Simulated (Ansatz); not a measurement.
System: BiF2 (charge +1, singlet). It need not be the lowest isomer of its formula. 
Coordinates optimised at B3LYP-D3(BJ)/def2-TZVP (Ansatz, a first-principles code):
SMILES: [F][Bi+][F]
```xyz
3

Bi     0.2024     0.0919     0.0717
F     -1.0953     0.6639    -1.2684
F     -0.7714    -1.5116     0.6075
```
Charge +1, spin multiplicity 1.

Parts of the frozen-core correlation energy in def2-SVPD (Ansatz, hartree). Frozen orbitals: 11; correlated occupied orbitals by spin: 9 and 9; virtual: 58 and 58. Spin-orbit coupling is left out. Past Kr the def2 sets carry scalar-relativistic core potentials.

```json
[
 {"term": "reference (HF)", "value": "-412.00660"},
 {"term": "MP2 opposite-spin", "value": "-0.34754"},
 {"term": "MP2 same-spin", "value": "-0.13300"},
 {"term": "CCSD correlation", "value": "-0.48030"},
 {"term": "(T)", "value": "-0.01431"},
 {"term": "T1 diagnostic", "value": "0.025"},
 {"term": "largest doubles amplitude", "value": "0.047"}
]
```
